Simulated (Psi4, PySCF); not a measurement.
Input for PySCF:
```python
from pyscf import gto, scf, dft

mol = gto.Mole()
mol.atom = '''
    P     0.00000000    0.00000000    0.00000000
'''
mol.basis = '6-31g**'
mol.charge = 1
mol.spin = 2
mol.verbose = 3
mol.build()

mf = dft.UKS(mol)
mf.xc = 'pbe'
mf.grids.atom_grid = (99, 590)
mf.grids.prune = None
mf.kernel()
```

Question: Give the equivalent Psi4 input.

Answer: One answer among several that fit: 
```
memory 2 GB

molecule {
1 3
P     0.00000000    0.00000000    0.00000000
}

set {
  basis 6-31g**
  reference uks
  scf_type pk
  puream true
  d_convergence 1e-8
  dft_radial_points 99
  dft_spherical_points 590
}

energy('pbe')
print_variables()
```

Both were run: PySCF gave -340.691994 Eh and Psi4 -340.691994 Eh, 0.000 mEh apart.
